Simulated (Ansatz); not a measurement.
Al(Br)(vinyl)(NH2) (C2H5AlBrN), SMILES [Br][Al]([CH]=C)[NH2].

Coordinates come from a ωB97X-D3(BJ)/def2-SVP optimisation. The structure was generated by enumeration; whether it is a known compound was not checked. The values are those of a single conformer.

Two levels are set side by side: PBE/def2-SVPD (Ansatz, an electronic-structure program) and CAM-B3LYP/def2-SVPD (Ansatz). Energy differences of separate SCF runs at the same geometry; the states with an electron removed or added have multiplicity 2 and 2. Differences are taken from unrounded values.

| quantity | CAM-B3LYP |
|---|---|
| vertical ionisation energy (eV) | 9.90 |
| vertical singlet–triplet gap (eV) | 4.04 |

Q: What does PBE give, and how far is it from CAM-B3LYP? (Estimate from the structure and the level; the computed values follow.)

A: 
| quantity | PBE | PBE minus CAM-B3LYP |
|---|---|---|
| vertical ionisation energy (eV) | 9.23 | -0.67 |
| vertical singlet–triplet gap (eV) | 4.03 | -0.01 |
